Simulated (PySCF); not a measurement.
C₄H₆ClF, SMILES CC/C(Cl)=C\F.

The structure is a stationary point at PBE-D3(BJ)/def2-SVP. The structure was generated by enumeration; whether it is a known compound was not checked. Other conformers were not sampled.

Calculation: PBE-D3(BJ)/def2-SVP in PySCF.

Frequencies are harmonic and unscaled.

Computed vibrational spectrum:
| mode | ν (cm⁻¹) | IR (km/mol) | moving atoms (share of kinetic energy) |
|---|---|---|---|
| 1 | 73 | 0.0 | C 44 %, H 35 %, F 14 % |
| 2 | 202 | 0.6 | H 65 %, F 18 %, C 12 % |
| 3 | 206 | 0.8 | C 54 %, Cl 23 %, H 20 % |
| 4 | 246 | 4.3 | H 36 %, C 34 %, F 18 %, Cl 11 % |
| 5 | 282 | 2.7 | C 50 %, F 24 %, H 21 % |
| 6 | 346 | 1.6 | C 45 %, H 33 %, F 11 %, Cl 10 % |
| 7 | 456 | 3.0 | Cl 43 %, F 33 %, C 18 % |
| 8 | 547 | 6.9 | C 74 %, H 22 % |
| 9 | 707 | 5.6 | C 53 %, H 37 % |
| 10 | 782 | 9.4 | H 64 %, C 35 % |
| 11 | 802 | 14.5 | H 70 %, C 29 % |
| 12 | 918 | 39.0 | H 48 %, C 47 % |
| 13 | 1030 | 13.2 | C 53 %, H 45 % |
| 14 | 1053 | 4.7 | C 56 %, H 44 % |
| 15 | 1092 | 62.9 | C 57 %, H 38 % |
| 16 | 1151 | 80.7 | C 48 %, F 28 %, H 24 % |
| 17 | 1238 | 13.7 | H 84 %, C 15 % |
| 18 | 1263 | 2.9 | H 81 %, C 18 % |
| 19 | 1324 | 2.6 | H 54 %, C 45 % |
| 20 | 1341 | 2.9 | H 78 %, C 22 % |
| 21 | 1394 | 4.5 | H 92 %, C 8 % |
| 22 | 1416 | 7.0 | H 97 % |
| 23 | 1431 | 6.4 | H 94 % |
| 24 | 1689 | 18.2 | C 95 % |
| 25 | 2971 | 12.2 | H 94 % |
| 26 | 2979 | 22.3 | H 97 % |
| 27 | 3038 | 1.7 | H 91 %, C 9 % |
| 28 | 3073 | 16.4 | H 90 %, C 10 % |
| 29 | 3076 | 13.0 | H 91 %, C 9 % |
| 30 | 3143 | 3.3 | H 91 %, C 9 % |
